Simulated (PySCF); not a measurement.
Input for PySCF: D3(BJ) and D4 dispersion corrections on H6OSiSn (SMILES [SiH3][O][SnH3]), a point of a torsion scan.

```python
from pyscf import gto
from pyscf.dispersion import dftd3, dftd4

mol = gto.M(
    atom='''
    Si    1.69437907   -0.24851488    0.08224174
    O     0.16244343    0.11442613   -0.27108446
    Sn   -1.74613504    0.22627486   -0.02657663
    H     2.13145823   -1.20367818   -0.93050148
    H     2.42729996    1.01128313    0.02243958
    H     1.76598554   -0.83589211    1.41994399
    H    -2.03885916    1.85924074   -0.07675266
    H    -2.08011794   -0.47774186    1.44564196
    H    -2.34378873   -0.61232205   -1.32813741
    ''',
    basis='def2-svp',
    charge=0, spin=0, verbose=0, max_memory=1800)
d3, d4 = {}, {}
for xc in ['hf', 'pbe', 'blyp', 'revpbe', 'tpss', 'r2scan', 'b3lyp', 'pbe0', 'bhlyp', 'camb3lyp', 'b2plyp']:
    d3[xc] = float(dftd3.DFTD3Dispersion(mol, xc=xc, version='d3bj', atm=False).get_dispersion()['energy'])
    print(f'D3(BJ) {xc:10s} {d3[xc]:14.8f} Eh')
for xc in ['hf', 'pbe', 'blyp', 'revpbe', 'tpss', 'r2scan', 'b3lyp', 'pbe0', 'bhlyp', 'camb3lyp', 'b2plyp']:
    d4[xc] = float(dftd4.DFTD4Dispersion(mol, xc={'camb3lyp': 'cam-b3lyp'}.get(xc, xc), atm=True).get_dispersion()['energy'])
    print(f'D4     {xc:10s} {d4[xc]:14.8f} Eh')
```

It printed:

```
D3(BJ) hf            -0.04915650 Eh
D3(BJ) pbe           -0.00589454 Eh
D3(BJ) blyp          -0.01330038 Eh
D3(BJ) revpbe        -0.01396260 Eh
D3(BJ) tpss          -0.00770024 Eh
D3(BJ) r2scan        -0.00170215 Eh
D3(BJ) b3lyp         -0.01109274 Eh
D3(BJ) pbe0          -0.00540492 Eh
D3(BJ) bhlyp         -0.00950240 Eh
D3(BJ) camb3lyp      -0.00542824 Eh
D3(BJ) b2plyp        -0.00566052 Eh
D4     hf            -0.02134830 Eh
D4     pbe           -0.00635314 Eh
D4     blyp          -0.01370784 Eh
D4     revpbe        -0.01756269 Eh
D4     tpss          -0.00851436 Eh
D4     r2scan        -0.00151624 Eh
D4     b3lyp         -0.01031710 Eh
D4     pbe0          -0.00540576 Eh
D4     bhlyp         -0.00867996 Eh
D4     camb3lyp      -0.00557121 Eh
D4     b2plyp        -0.00440827 Eh
```

The run finished.

Cost: around 0.020 core-seconds (rough).
